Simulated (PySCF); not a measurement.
PySCF 2.14 output of a UHF calculation on a single atom or ion in def2-SVP with the def2 core potential (28 electrons) (4s4p2d, 26 functions), with scalar relativity through the core potential:

```
SCF conv_tol = 1e-09
number electrons alpha = 10  beta = 10
cycle= 1 E= -189.015289979756  delta_E= -5.42e-11  |g|= 1.98e-06  |ddm|= 2.94e-05
converged SCF energy = -189.015289979756  <S^2> = -3.5527137e-15  2S+1 = 1
```

The run itself started from symmetry-adapted Hartree-Fock orbitals and held the occupation by maximum overlap, so the iterations belong to that start.

Which element, charge and spin multiplicity is this?

In+ (indium, charge +1), multiplicity 1; the state was [Kr] 4d10 5s2, closed-shell 1S.

Energies and moments cover only the electrons outside the core potential.
